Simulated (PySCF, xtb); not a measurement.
silanone cation (H₂OSi), SMILES O=[SiH2] (connectivity only; charge and spin as stated), charge +1, multiplicity 2.

Harmonic wavenumbers (cm⁻¹) from GFN2-xTB in xtb at its own minimum, in rising order: 264, 583, 592, 1436, 1770, 2011.

**Question.** What does PySCF with PBE-D3(BJ)/def2-TZVP give at its own minimum? (Estimate from the structure and the level; the computed values follow.)

**Answer.** 403, 604, 766, 940, 2115, 2181. Paired by order, the mean absolute difference is 224 cm⁻¹ and the zero-point energies are 9.5 and 10.0 kcal/mol.
